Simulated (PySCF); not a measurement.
How methods differ on the ionisation energy of Fe

Fe [Ar] 3d6 4s2 (5D) → Fe⁺ [Ar] 3d6 4s1 (6D), as a difference of total energies. All numbers are calculated (PySCF 2.14, the non-relativistic Hamiltonian (point nucleus), in aug-cc-pVDZ (7s6p4d2f, 59 functions)). Correlated levels: valence: [Ar] frozen. The calculations carry no spin-orbit coupling.

```csv
method,ionisation energy (eV),difference from reference (eV)
UHF,6.369,-1.535
LDA,8.023,+0.119
PBE,7.722,-0.182
MP2 (valence),7.394,-0.510
SCS-MP2 (valence),7.566,-0.338
```

Reference: 7.904 eV (measured; NIST levels, between the centres of gravity of the two terms).

These non-relativistic numbers lack the scalar-relativistic shift.

Errors of the correlated levels include the incompleteness of this basis and the frozen core.

MP2 underrates the near-degeneracy of ns² with np² in the lower species.
